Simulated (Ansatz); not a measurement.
HgF₂. Total charge 0; singlet. Geometry PBE0-D4/def2-TZVP, basis def2-TZVP, Ansatz.

| run | HOMO (eV) | LUMO (eV) |
| --- | --- | --- |
| A | -12.71 | -0.11 |
| B | -8.72 | -3.22 |
| C | -8.30 | -3.44 |
| D | -8.79 | -3.13 |
| E | -12.16 | -1.40 |
| F | -9.83 | -2.75 |

In the def2 sets Hg takes a core potential; there is no spin–orbit coupling. HSE06 is defined as in plane-wave codes, on full-range PBE exchange.

Q: The runs used B97M-V, BHLYP, HSE06, PBE, r2SCAN, ωB97X-V. Estimate which is which.

A: A ωB97X-V (range-separated); B r2SCAN (0 % exact exchange); C PBE (0 % exact exchange); D B97M-V (0 % exact exchange); E BHLYP (50 % exact exchange); F HSE06 (range-separated). Exact exchange lowers occupied and raises empty levels; among semilocal functionals meta-GGAs tend to open the gap a little, and such runs are hard to tell apart. The gap grows from 4.87 eV (PBE) to 12.60 eV (ωB97X-V).
